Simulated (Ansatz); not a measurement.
```yaml
crystal:
  periodic: [false, false, false]
  atoms:
    - {symbol: C, position_ang: [0.962256, -1.566725, -0.607140]}
    - {symbol: N, position_ang: [0.237172, -0.410672, -0.264202]}
    - {symbol: W, position_ang: [-0.449121, 1.137613, 0.151892]}
    - {symbol: O, position_ang: [-1.808775, 0.539307, 1.276754]}
    - {symbol: F, position_ang: [-0.897618, 1.583487, -1.592056]}
    - {symbol: F, position_ang: [-1.050646, 2.917454, 0.542350]}
    - {symbol: Cl, position_ang: [1.476732, 1.789813, 1.195006]}
    - {symbol: H, position_ang: [0.998924, -1.693531, -1.694062]}
    - {symbol: H, position_ang: [1.988704, -1.484604, -0.230676]}
    - {symbol: H, position_ang: [0.506016, -2.460399, -0.167963]}
    - {symbol: H, position_ang: [-1.898045, -0.408642, 1.410598]}
basis:
  gaussian: {orbitals: ANO-RCC-VTZP, fitting: {mean_field: cc-pVTZ-jkfit}, nuclear_model: gaussian}
total_charge: 1
magnetization: {spin_polarized: true, initial_magnetization: 1}
hamiltonian: {xc: {name: r2SCAN50}, dispersion: d4}
scf: {lower_state_search: off}
output: {forces: true}
```

```sh
$ ansatz run in.yaml --threads 4 --pin off --events-out ev --progress --plain --max-ram 11315MiB
```

(1) How does Ansatz answer? (Estimate.)

Answers

(1) Ansatz gave: The program refused the input.
```
Functional definition: r2SCAN50
Error: <dir> the basis set cc-pVTZ-JKFIT has no functions for W
```
